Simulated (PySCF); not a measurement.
silylarsine (AsH₅Si), SMILES [SiH3][AsH2]. The structure is a stationary point at PBE0-D3(BJ)/def2-TZVP.

Method: PBE0-D3(BJ)/def2-TZVP (PySCF).

Harmonic wavenumbers (cm⁻¹): 153, 361, 437, 454, 670, 721, 887, 937, 946, 984, 2206, 2216, 2220, 2234, 2235. Rotational constants (GHz): 48.13, 3.739, 3.733; symmetry number 1.

Question: Work out the zero-point energy and the ideal-gas rigid-rotor harmonic-oscillator thermochemistry at 298.15 K and 1 atm.

Answer: ZPE = ½ Σ hcν = ½ × 17661 cm⁻¹ = 105.63 kJ/mol. H − E(el) = 120.65 kJ/mol. Entropy in J/(mol K): translation 167.15, rotation 99.10, vibration 27.11, total 293.35. G − E(el) = 33.18 kJ/mol. Cp = 73.85 J/(mol K).
